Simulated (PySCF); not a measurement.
Ge(F)3(OH) (F3GeHO), SMILES [OH][Ge]([F])([F])[F].

The structure is a stationary point at PBE-D3(BJ)/def2-SVP. The structure was generated by enumeration, and PubChem lists no compound with its InChIKey, so it may never have been made. Other conformers were not sampled.

Computed with B3LYP/def2-TZVP run with PySCF.

Isolated molecule, no solvent.

```yaml
total_energy: -2452.71896 hartree
point_group: Cs
highest_occupied_level: -10.40 eV
lowest_empty_level: -2.08 eV
orbital_gap: 8.32 eV
dipole_moment: 2.28 D
quadrupole, principal values (traceless, Buckingham form, about the centre of nuclear charge): -4.78, -3.09, 7.86 D·Å
mean_static_polarisability: 28.8 bohr³ (4.27 Å³)
polarisability_principal_values: 27.1, 28.4, 30.9 bohr³
```
